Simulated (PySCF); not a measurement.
Compound: C2H8PSi2 (doublet state).
Structure used (GFN2-xTB), in Å, numbered top down from 1:
```xyz
13
C2H8PSi2 angstrom
C      2.107    0.713    0.963
C      1.817   -0.098   -0.005
Si     0.622   -0.924   -1.105
Si    -1.632   -0.301   -0.799
P     -2.110    0.692    1.151
H      3.126    0.874    1.299
H      1.370    1.294    1.518
H      0.768   -2.368   -0.872
H      1.019   -0.620   -2.486
H     -2.097    0.659   -1.810
H     -2.555   -1.444   -0.853
H     -1.315   -0.129    1.928
H     -1.123    1.654    1.053
```

The hyperfine couplings belong to this conformer and change with its torsions.

Identity: `C=[C][SiH2][SiH2]P` [radical].

Method: UKS B3LYP, pcH-1 on C H P Si, non-relativistic, mean-field spin-orbit, GIAO (PySCF). The structure is a single GFN2-xTB conformer in the gas phase; no vibrational or solvent corrections. The geometry wasn't refined by DFT: couplings that depend on bond lengths, twists or pyramidal angles can differ widely from those at the functional's own minimum.

**Question.** How many α and β electrons are there, and what is ⟨S²⟩ of the pure spin state?

**Answer.** 63 electrons with 2S = 1: 32 α and 31 β; S(S+1) = 0.75.

Mulliken spin populations, one withheld:

```tsv
atom	bound to	population
C1	C2, H6, H7	?
C2	C1, Si3	+0.9488
Si3	C2, Si4, H8, H9	-0.0239
Si4	Si3, P5, H10, H11	+0.0756
P5	Si4, H12, H13	-0.0017
H6	C1	+0.0608
H7	C1	+0.0843
H8	Si3	+0.0057
H9	Si3	+0.0067
H10	Si4	+0.0040
H11	Si4	+0.0128
H12	P5	+0.0007
H13	P5	-0.0003
```

**Question.** Fill in the missing population.

**Answer.** The populations add up to Nα − Nβ = 1, and the others sum to 1.1735, so C1 holds -0.174.

**Question.** How is the spin shared among the elements?

**Answer.** Carbon +0.78, hydrogen +0.17, silicon +0.05, phosphorus 0.00. The positive populations sum to 1.20, the negative ones to -0.20.

**Question.** The run gives ⟨S²⟩ = 0.7586. What does that say of the overlap of α and β orbitals, and of the weight of higher spin?

**Answer.** For a single determinant ⟨S²⟩ = S(S+1) + Nβ − Σ|⟨iα|jβ⟩|², so the squared overlaps of occupied orbitals sum to 31 − 0.0086 = 30.9914. If the quartet state (S + 1) were the only admixture, its weight would be 0.0086/(2S + 2) = 0.29 %.

**Question.** What Fermi-contact NMR shifts do the couplings of C1, Si3, P5, H8/H9, H10/H11, H12/H13 imply at 298 K (Curie law, g = gₑ)?

**Answer.** δ = a_FC·h·gₑ μB S(S+1)/(3 g_N μN kT), with k/h = 20836.6 MHz/K:

```csv
nuclei,isotope,a_FC (MHz),g_N,contact shift (ppm)
C1,13C,-40.96,1.4048,-4316
Si3,29Si,6.20,-1.1106,-826
P5,31P,5.69,2.2632,+372
H8/H9,1H,14.36,5.5857,+381
H10/H11,1H,14.56,5.5857,+386
H12/H13,1H,0.93,5.5857,+25
```

The shifts go as 1/T: at 348 K they are 0.856 times these. Entries for several nuclei are means.

Nuclei that the bonding pattern makes equivalent are averaged, as if the motion that swaps them (rotation, inversion, ring flip) were fast. The 1H value of +14.6 MHz is a mean of couplings from 7.5 to 21.7 MHz in this one geometry, not an average over conformers.

The spin density at the nucleus, in bohr⁻³, is negative for C1 (-0.0364) and Si3 (-0.0070), for instance. A restricted open-shell determinant has no negative spin density anywhere; here it arises because α and β orbitals differ (spin polarisation).
